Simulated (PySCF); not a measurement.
`C=C(Cl)/C(Cl)=C/C(F)(F)F`, C5H3Cl2F3

Geometry:
```csv
atom,x (Å),y (Å),z (Å)
C1,-2.589,-0.199,0.776
C2,-1.589,0.023,-0.083
Cl3,-1.957,0.471,-1.721
C4,-0.155,-0.077,0.242
Cl5,0.203,-0.555,1.865
C6,0.832,0.176,-0.630
C7,2.298,0.086,-0.333
F8,2.674,0.929,0.632
F9,2.666,-1.140,0.044
F10,2.995,0.396,-1.429
H11,-2.373,-0.481,1.806
H12,-3.627,-0.102,0.457
H13,0.571,0.479,-1.644
```

The calculation used TDDFT CAM-B3LYP/aug-cc-pVDZ circular dichroism and optical rotation, one conformer, IEF-PCM dichloromethane (non-equilibrium linear response, no local-field factor) (PySCF 2.14.0). Geometry: PBE0-D3(BJ)/def2-SVP.

No stereocentre is labelled: unless the shape is locked (an allene, a helicene, a hindered biaryl), the mirror image is equally populated and a measured rotation or CD is zero.

(1) Which excitations and rotatory strengths does the calculation give?

Results:

(1) Rotatory strengths R in 10⁻⁴⁰ esu² cm², velocity form and length form (origin at the centre of mass); f in length form.
```
state  E (eV)  λ (nm)       f  R (velocity)  R (length)                                  main
    1    5.24     237   0.571          -2.0        -2.0                        HOMO→LUMO 0.97
    2    5.84     212   0.053          +0.6        +0.6                      HOMO−1→LUMO 0.97
    3    6.16     201  0.0003          -0.4        -0.4                      HOMO−2→LUMO 0.96
    4    6.32     196   5e-05          +0.2        +0.1    HOMO→LUMO+2 0.47, HOMO→LUMO+4 0.25
    5    6.71     185   7e-05          -1.2        -1.2  HOMO→LUMO+1 0.66, HOMO−1→LUMO+2 0.09
    6    6.90     180   4e-05          +0.2        +0.2                      HOMO−3→LUMO 0.94
    7    6.99     177  0.0005          +0.2        +0.2  HOMO−1→LUMO+2 0.20, HOMO→LUMO+1 0.17
    8    7.46     166   0.032          +0.4        +0.3                      HOMO→LUMO+6 0.83
    9    7.49     166   0.007          +0.8        +0.9  HOMO→LUMO+3 0.51, HOMO−1→LUMO+2 0.14
   10    7.60     163   0.105          +1.3        +1.3                      HOMO−4→LUMO 0.90
   11    7.64     162   0.018          -0.9        -0.9    HOMO→LUMO+2 0.34, HOMO→LUMO+4 0.29
   12    7.70     161   0.029          -0.7        -0.7  HOMO−1→LUMO+1 0.40, HOMO→LUMO+5 0.15
```

Among the states computed, the strongest CD band (largest |R|) is state 1. The largest dissymmetry factor in size, g = 4R/(D+G), with D and G the electric and magnetic dipole strengths, is -0.17 for state 5 (velocity form, f = 7e-05), among bands with |R| over 0.5. The mirror image has the same energies and oscillator strengths and all R with the opposite sign.
